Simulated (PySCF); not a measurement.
C₂H₇NSi₂, SMILES C[Si@@H]1N=C[SiH2]1.

Geometry optimised at PBE-D3(BJ)/def2-SVP. The structure was generated by enumeration; whether it is a known compound was not checked.

All values below come from PySCF with PBE-D3(BJ)/def2-SVP.

Frequencies are harmonic and unscaled.

Problem. Estimate the vibrational spectrum. (An estimate is asked for; the answer gives what the named calculation found.)

Solution. 
| mode | ν (cm⁻¹) | IR (km/mol) | moving atoms (share of kinetic energy) |
|---|---|---|---|
| 1 | 89 | 1.4 | C 45 %, H 33 %, Si 13 %, N 9 % |
| 2 | 141 | 0.6 | H 60 %, Si 20 %, C 17 % |
| 3 | 147 | 0.3 | H 75 %, C 13 %, Si 11 % |
| 4 | 236 | 11.7 | H 43 %, N 32 %, Si 14 %, C 11 % |
| 5 | 385 | 4.0 | Si 58 %, H 23 %, C 12 % |
| 6 | 426 | 3.2 | Si 55 %, C 18 %, N 17 %, H 10 % |
| 7 | 448 | 7.9 | H 55 %, Si 26 %, N 12 % |
| 8 | 557 | 3.6 | H 94 % |
| 9 | 581 | 21.3 | H 58 %, C 26 %, Si 14 % |
| 10 | 619 | 9.7 | H 72 %, C 15 %, N 11 % |
| 11 | 664 | 21.1 | H 43 %, N 38 %, Si 12 % |
| 12 | 683 | 18.5 | H 74 %, C 14 % |
| 13 | 724 | 86.9 | H 44 %, C 36 %, Si 16 % |
| 14 | 732 | 26.7 | Si 36 %, C 28 %, H 23 %, N 13 % |
| 15 | 797 | 92.3 | H 60 %, Si 21 %, C 13 % |
| 16 | 861 | 93.3 | H 74 %, C 19 % |
| 17 | 880 | 81.2 | H 77 %, C 19 % |
| 18 | 898 | 54.9 | H 91 % |
| 19 | 1209 | 14.6 | H 79 %, C 21 % |
| 20 | 1249 | 14.4 | H 80 %, C 12 % |
| 21 | 1374 | 4.4 | H 96 % |
| 22 | 1380 | 3.7 | H 96 % |
| 23 | 1545 | 47.6 | C 52 %, N 46 % |
| 24 | 2114 | 115.8 | H 98 % |
| 25 | 2132 | 63.3 | H 96 % |
| 26 | 2146 | 149.2 | H 97 % |
| 27 | 2929 | 78.6 | H 92 %, C 8 % |
| 28 | 2976 | 1.4 | H 97 % |
| 29 | 3077 | 0.9 | H 91 %, C 9 % |
| 30 | 3087 | 1.1 | H 91 %, C 9 % |
